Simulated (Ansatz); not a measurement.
Basis-set extrapolation for C$_{2}$H$_{7}$AlN$_{2}$Si, SMILES `[SiH3]N/C=[C]1\[NH][AlH]1` (PBE0-D4/def2-TZVP geometry, frozen core, Ansatz 0.2.0). Multiplicity 1, RHF reference.

```
                      def2-TZVPP   def2-QZVPP
                 HF  -719.597558  -719.623184
    MP2 correlation    -0.933274    -0.998171
CCSD(T) correlation    -1.020751      not run
```

Energies in hartree. Use E(X) = E(∞) + A·exp(−7.88·√X) for Hartree–Fock and E(X) = E(∞) + B·X^(−2.97) for correlation, with X = 3 and 4, and add CCSD(T) minus MP2 of the smaller set to the MP2 limit.

What is the CCSD(T) energy at the basis-set limit?

HF limit: -719.623184 + (-0.025626) × 0.13774 = -719.62671. MP2 limit: -0.998171 + (-0.064897) × 0.74074 = -1.04624. Higher-order term: -1.020751 − (-0.933274) = -0.08748. Total: -720.76043 hartree, 3.87 eV below CCSD(T)/def2-TZVPP.
